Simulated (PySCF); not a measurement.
PySCF input (HF/def2-TZVPD):

```python
from pyscf import gto, scf, dft

mol = gto.M(
    atom='''
    O     1.57383933   -0.87974550    0.39246155
    C     0.93009534    0.21822231   -0.01170022
    O     1.42571300    1.25787969   -0.32271334
    C    -0.59788718   -0.04199041   -0.02492080
    F    -1.02633740   -0.37041169    1.20297162
    F    -1.24942498    1.04414910   -0.42568393
    F    -0.89263482   -1.05079124   -0.85834424
    H     2.52590729   -0.68898050    0.39124938
    ''',
    basis='def2-tzvpd',
    charge=0,
    spin=0,
    verbose=4,
)

mf = scf.RHF(mol).density_fit(auxbasis='def2-universal-jkfit')
mf.conv_tol = 1e-9
mf.max_cycle = 100
mf.max_memory = 1500
mf.kernel()
if not mf.converged:
    mf = mf.newton()
    mf.kernel(mf.make_rdm1())
mf.analyze()
```

Output:

```
PySCF version 2.14.0

[INPUT] verbose = 4
[INPUT] num. atoms = 8
[INPUT] num. electrons = 56
[INPUT] charge = 0
[INPUT] spin (= nelec alpha-beta = 2S) = 0
[INPUT] symmetry False subgroup None
[INPUT] Mole.unit = angstrom
[INPUT] Symbol           X                Y                Z      unit          X                Y                Z       unit  Magmom
[INPUT]  1 O      1.573839330000  -0.879745500000   0.392461550000 AA    2.974125297769  -1.662478054319   0.741644843922 Bohr   0.0
[INPUT]  2 C      0.930095340000   0.218222310000  -0.011700220000 AA    1.757625462334   0.412380400170  -0.022110211397 Bohr   0.0
[INPUT]  3 O      1.425713000000   1.257879690000  -0.322713340000 AA    2.694207102232   2.377048111753  -0.609839829344 Bohr   0.0
[INPUT]  4 C     -0.597887180000  -0.041990410000  -0.024920800000 AA   -1.129843023589  -0.079350374758  -0.047093486805 Bohr   0.0
[INPUT]  5 F     -1.026337400000  -0.370411690000   1.202971620000 AA   -1.939496597398  -0.699976647437   2.273286897424 Bohr   0.0
[INPUT]  6 F     -1.249424980000   1.044149100000  -0.425683930000 AA   -2.361071025390   1.973155832211  -0.804426043329 Bohr   0.0
[INPUT]  7 F     -0.892634820000  -1.050791240000  -0.858344240000 AA   -1.686835339050  -1.985707657692  -1.622035534198 Bohr   0.0
[INPUT]  8 H      2.525907290000  -0.688980500000   0.391249380000 AA    4.773272994142  -1.301984450166   0.739354174606 Bohr   0.0

nuclear repulsion = 336.376239447821
number of shells = 101
number of NR pGTOs = 390
number of NR cGTOs = 283
basis = def2-tzvpd
ecp = {}

******** <class 'pyscf.df.df_jk.DFRHF'> ********
method = DFRHF
initial guess = minao
damping factor = 0
level_shift factor = 0
DIIS = <class 'pyscf.scf.diis.CDIIS'>
diis_start_cycle = 1
diis_space = 8
diis_damp = 0
SCF conv_tol = 1e-09
SCF conv_tol_grad = None
SCF max_cycles = 100
direct_scf = False
Set gradient conv threshold to 3.16228e-05
Initial guess from minao.
******** <class 'pyscf.df.df.DF'> ********
auxbasis = def2-universal-jkfit
init E= -525.901149169207
  HOMO = -0.361342845765154  LUMO = 0.0365873317205053  gap/eV = 10.82823
cycle= 1 E= -524.297773715652  delta_E=  1.6  |g|= 1.26  |ddm|=  2.3
  HOMO = -0.458579300765223  LUMO = 0.0154283382070011  gap/eV = 12.89840
cycle= 2 E= -524.461346972621  delta_E= -0.164  |g|= 0.943  |ddm|= 2.31
  HOMO = -0.514670917210328  LUMO = 0.0422131837825148  gap/eV = 15.15359
cycle= 3 E= -524.602878333465  delta_E= -0.142  |g|= 0.103  |ddm|= 0.826
  HOMO = -0.493989229674526  LUMO = 0.044744961065625  gap/eV = 14.65970
cycle= 4 E= -524.605547387906  delta_E= -0.00267  |g|= 0.0482  |ddm|= 0.114
  HOMO = -0.503888336988354  LUMO = 0.0456235559143217  gap/eV = 14.95298
cycle= 5 E= -524.606151113482  delta_E= -0.000604  |g|= 0.0136  |ddm|= 0.0522
  HOMO = -0.504920646822593  LUMO = 0.0454652958772748  gap/eV = 14.97676
cycle= 6 E= -524.60623629851  delta_E= -8.52e-05  |g|= 0.00585  |ddm|= 0.018
  HOMO = -0.505564265309951  LUMO = 0.0454962020222496  gap/eV = 14.99512
cycle= 7 E= -524.606259612035  delta_E= -2.33e-05  |g|= 0.00201  |ddm|= 0.0113
  HOMO = -0.506010647414453  LUMO = 0.0455507547891187  gap/eV = 15.00875
cycle= 8 E= -524.606262501018  delta_E= -2.89e-06  |g|= 0.000662  |ddm|= 0.00374
[...]
cycle= 12 E= -524.606262818846  delta_E= -1.42e-10  |g|= 5.66e-06  |ddm|= 3.4e-05
  HOMO = -0.506142503699504  LUMO = 0.045555207703007  gap/eV = 15.01246
Extra cycle  E= -524.606262818855  delta_E= -9.55e-12  |g|= 3.53e-06  |ddm|= 1.31e-05
converged SCF energy = -524.606262818855
**** SCF Summaries ****
Total Energy =                        -524.606262818855157
Nuclear Repulsion Energy =             336.376239447821433
One-electron Energy =                -1395.790314694879726
Two-electron Energy =                  534.807812428203079
Two-electron Coulomb Energy =          592.309728562567329
DFT Exchange-Correlation Energy =      -57.501916134364251
HOMO-LUMO gap [eV] =                    15.012459391324271
**** MO energy ****
MO #1   energy= -26.3617240344838  occ= 2
MO #2   energy= -26.3617050703064  occ= 2
MO #3   energy= -26.3593947351802  occ= 2
MO #4   energy= -20.6568622092867  occ= 2
MO #5   energy= -20.6009798381984  occ= 2
MO #6   energy= -11.5410284691711  occ= 2
MO #7   energy= -11.4387596716971  occ= 2
MO #8   energy= -1.75359608278567  occ= 2
MO #9   energy= -1.6584810269407   occ= 2
MO #10  energy= -1.65787417009186  occ= 2
MO #11  energy= -1.5147547289523   occ= 2
MO #12  energy= -1.41710610555559  occ= 2
MO #13  energy= -1.04706032716467  occ= 2
MO #14  energy= -0.920673789929243 occ= 2
MO #15  energy= -0.85103372464786  occ= 2
MO #16  energy= -0.848142571320836 occ= 2
MO #17  energy= -0.820240798340166 occ= 2
MO #18  energy= -0.747037272091282 occ= 2
MO #19  energy= -0.735302605113115 occ= 2
MO #20  energy= -0.731549395779535 occ= 2
MO #21  energy= -0.695620195835543 occ= 2
MO #22  energy= -0.691560107864987 occ= 2
MO #23  energy= -0.686581500620244 occ= 2
MO #24  energy= -0.67223605528479  occ= 2
MO #25  energy= -0.664011406682888 occ= 2
MO #26  energy= -0.617936559612371 occ= 2
MO #27  energy= -0.529946137299862 occ= 2
MO #28  energy= -0.506142503699504 occ= 2
MO #29  energy= 0.045555207703007  occ= 0
MO #30  energy= 0.0792004427311422 occ= 0
MO #31  energy= 0.0868968699480499 occ= 0
MO #32  energy= 0.0904023151578622 occ= 0
MO #33  energy= 0.109400222778405  occ= 0
MO #34  energy= 0.113699560607351  occ= 0
MO #35  energy= 0.12443666834551   occ= 0
MO #36  energy= 0.13336932008826   occ= 0
MO #37  energy= 0.138062422143298  occ= 0
MO #38  energy= 0.140650873936551  occ= 0
MO #39  energy= 0.172244563287823  occ= 0
MO #40  energy= 0.175030038654532  occ= 0
MO #41  energy= 0.181180680336923  occ= 0
MO #42  energy= 0.186251745882196  occ= 0
MO #43  energy= 0.205557425651102  occ= 0
MO #44  energy= 0.209210485920852  occ= 0
MO #45  energy= 0.22503145627241   occ= 0
MO #46  energy= 0.23436385096638   occ= 0
MO #47  energy= 0.254651768426725  occ= 0
MO #48  energy= 0.272818368071589  occ= 0
MO #49  energy= 0.280016319325033  occ= 0
MO #50  energy= 0.315084302939057  occ= 0
MO #51  energy= 0.315235205572347  occ= 0
MO #52  energy= 0.324356506462474  occ= 0
MO #53  energy= 0.331555996860641  occ= 0
MO #54  energy= 0.339008880124737  occ= 0
MO #55  energy= 0.35029499944455   occ= 0
MO #56  energy= 0.363034181277545  occ= 0
MO #57  energy= 0.382838993152275  occ= 0
MO #58  energy= 0.390342464116498  occ= 0
MO #59  energy= 0.398028751124336  occ= 0
MO #60  energy= 0.403555869195072  occ= 0
MO #61  energy= 0.442730420139533  occ= 0
MO #62  energy= 0.445904692473867  occ= 0
MO #63  energy= 0.458662175105006  occ= 0
MO #64  energy= 0.461843598358715  occ= 0
MO #65  energy= 0.465151992670902  occ= 0
MO #66  energy= 0.476299047791867  occ= 0
MO #67  energy= 0.493169859586767  occ= 0
MO #68  energy= 0.497822445392913  occ= 0
MO #69  energy= 0.50559974665836   occ= 0
MO #70  energy= 0.517798872587242  occ= 0
MO #71  energy= 0.524132763318154  occ= 0
MO #72  energy= 0.530069559946651  occ= 0
MO #73  energy= 0.543870553144557  occ= 0
MO #74  energy= 0.577399046286479  occ= 0
MO #75  energy= 0.580488266371422  occ= 0
MO #76  energy= 0.613850086301677  occ= 0
MO #77  energy= 0.631804538988292  occ= 0
MO #78  energy= 0.64048340138557   occ= 0
MO #79  energy= 0.644833952697571  occ= 0
MO #80  energy= 0.670134769410196  occ= 0
MO #81  energy= 0.675789548150938  occ= 0
MO #82  energy= 0.683555129941061  occ= 0
MO #83  energy= 0.705334084656558  occ= 0
MO #84  energy= 0.726300540424115  occ= 0
MO #85  energy= 0.726895719724277  occ= 0
MO #86  energy= 0.747084749606661  occ= 0
MO #87  energy= 0.749440790762976  occ= 0
MO #88  energy= 0.757534572536358  occ= 0
MO #89  energy= 0.774838229804821  occ= 0
MO #90  energy= 0.787708162545371  occ= 0
MO #91  energy= 0.803296857029716  occ= 0
MO #92  energy= 0.811623557940268  occ= 0
MO #93  energy= 0.820438111952668  occ= 0
MO #94  energy= 0.839775729334828  occ= 0
MO #95  energy= 0.844292865157216  occ= 0
MO #96  energy= 0.881882029184193  occ= 0
MO #97  energy= 0.895140136645239  occ= 0
MO #98  energy= 0.910721318374132  occ= 0
MO #99  energy= 0.920909163197925  occ= 0
MO #100 energy= 0.93383701953213   occ= 0
MO #101 energy= 0.959325164877137  occ= 0
MO #102 energy= 0.967779570221845  occ= 0
MO #103 energy= 0.985321779087485  occ= 0
MO #104 energy= 1.00526852809086   occ= 0
MO #105 energy= 1.01797604351039   occ= 0
MO #106 energy= 1.04076276955627   occ= 0
MO #107 energy= 1.04976650656522   occ= 0
[...]
```
